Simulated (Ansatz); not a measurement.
Geometry optimisation, Ansatz, RKS PBE/def2-SVP.

Input:

```yaml
crystal:
  periodic: [false, false, false]
  atoms:
    - { symbol: Ga, position_ang: [-0.153698, 0.0, -0.962449] }
    - { symbol: Cl, position_ang: [1.748766, 0.0, 1.902715] }
    - { symbol: H, position_ang: [2.120561, 0.0, 0.613226] }
    - { symbol: H, position_ang: [-1.758029, 0.0, -0.423292] }
basis:
  gaussian: { orbitals: def2-SVP }
hamiltonian:
  xc: pbe
relax:
  f_tol: 0.03
  max_steps: 50
```

Command:

```bash
$ ansatz run input.yaml --threads 1 --pin off --max-ram 2048MiB --backend cpu --events-out ev --progress --plain --runs-dir out
```

Where does it end, and by what steps?

It converged. After 4 steps the energy has fallen by 0.048 eV; H3 moved furthest, 0.32 Å.

| step | energy less start (eV) | largest force component (eV/Å) | accepted |
| --- | --- | --- | --- |
| 0 | 0.0000 | 0.872 | yes |
| 1 | -0.0367 | 0.107 | yes |
| 2 | -0.0458 | 0.157 | yes |
| 3 | -0.0476 | 0.068 | yes |
| 4 | -0.0479 | 0.019 | yes |

```xyz
4
Properties=species:S:1:pos:R:3
Ga 0.033 0.000 -0.845
Cl 1.656 0.000 1.816
H 1.830 0.000 0.488
H -1.562 0.000 -0.329
```

Time of the run: 6.9 s on 1 thread of Arm Neoverse V1 (shared host), peak memory 0.11 GiB.
